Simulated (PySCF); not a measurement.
This PySCF input asks for the NMR shieldings of `InChI=1S/C4H11PSSi2/c1-3-4(2)8(5)6-7/h3,8H,1-2,5H2,7H3/t8-/m0/s1`; the geometry comes from GFN2-xTB.

```python
import basis_set_exchange as bse
import numpy as np
from pyscf import gto, dft
from pyscf.prop import nmr

atoms = """
C    -2.423168   -1.370204   -0.736430
C    -2.155794   -0.514662    0.241103
C    -0.912946    0.225447    0.391320
C    -0.810530    1.185213    1.314109
Si    0.513925   -0.174283   -0.791494
P     0.017114    0.252344   -2.938757
S     2.282345    0.949283   -0.245196
Si    3.002157   -0.044249    1.511741
H    -1.715132   -1.590266   -1.520016
H    -3.371315   -1.876673   -0.796102
H    -2.907474   -0.316931    0.997111
H    -1.628031    1.430961    1.975050
H     0.087773    1.767359    1.432744
H     0.887383   -1.590292   -0.686569
H     0.796851    1.388154   -3.047145
H    -1.126173    0.979378   -2.658225
H     2.080979    0.224743    2.608858
H     4.308605    0.556075    1.709978
H     3.063629   -1.472144    1.230459
"""
names = dict.fromkeys(["C", "Si", "P", "S", "H"], "pcSseg-1")
basis = {el: gto.basis.parse(bse.get_basis(n, elements=[el], fmt="nwchem")) for el, n in names.items()}
mol = gto.M(atom=atoms, basis=basis, charge=0, verbose=0)
mf = dft.RKS(mol, xc="PBE0")
mf.grids.level = 2
mf.grids.alignment = dft.numint.BLKSIZE   # the property module wants whole blocks of grid points
mf.conv_tol = 1e-9
mf.kernel()

calc = nmr.RKS(mf)   # GIAO
C = mf.mo_coeff
Co = C[:, mf.mo_occ > 0]
resp = mf.gen_response(singlet=True, hermi=2)
def vind(x):   # induced exchange potential for any number of trial vectors
    d = np.einsum("pi,xij,qj->xpq", C, 2 * x.reshape(-1, C.shape[1], Co.shape[1]), Co, optimize=True)
    return np.einsum("xpq,pi,qj->xij", resp(d - d.transpose(0, 2, 1)), C, Co, optimize=True).ravel()
mo1, _ = nmr.rhf.solve_mo1(calc, with_cphf=vind)
sigma = calc.kernel(mo1)
for i, s in enumerate(sigma):   # ppm
    print("%2d %-2s %9.2f" % (i, mol.atom_pure_symbol(i), np.trace(s) / 3))
```

Problem. What does it print?

Solution. 
```
 0 C      62.00
 1 C      38.77
 2 C      35.70
 3 C      45.56
 4 Si    356.65
 5 P     588.32
 6 S     814.86
 7 Si    404.29
 8 H      26.55
 9 H      26.23
10 H      24.93
11 H      25.47
12 H      25.50
13 H      26.36
14 H      30.04
15 H      30.15
16 H      27.15
17 H      27.04
18 H      27.15
```

These numbers come from an equivalent density-fitted implementation of the same equations, which agrees with the script to about 0.01 ppm for H and up to a few tenths of a ppm for heavy atoms, so last digits may differ.

Problem. Turn these shieldings into chemical shifts. References, each an isolated molecule treated in the same way: 13C (σref 186.93), 29Si (σref 349.16), 1H (σref 31.72) against TMS; 31P (σref 318.38) against H3PO4; CS2 for 33S (σref 503.73).

Solution. Averaging equivalent atoms: C 2: 151.2; C 1: 148.2; C 3: 141.4; C 0: 124.9; Si 4: -7.5; Si 7: -55.1; P 5: -269.9; S 6: -311; H 10: 6.79; H 11: 6.25; H 12: 6.22; H 9: 5.49; H 13: 5.35; H 8: 5.17; H 16/17/18: 4.60; H 14/15: 1.62 ppm. Experimental scales use liquid or dissolved standards, which lie at an offset from isolated H3PO4.

Size and cost of the density-fitted run: 219 basis functions, 85 s wall time on 1 thread of an Arm Neoverse N1, shared host; peak memory 1.1 GiB.
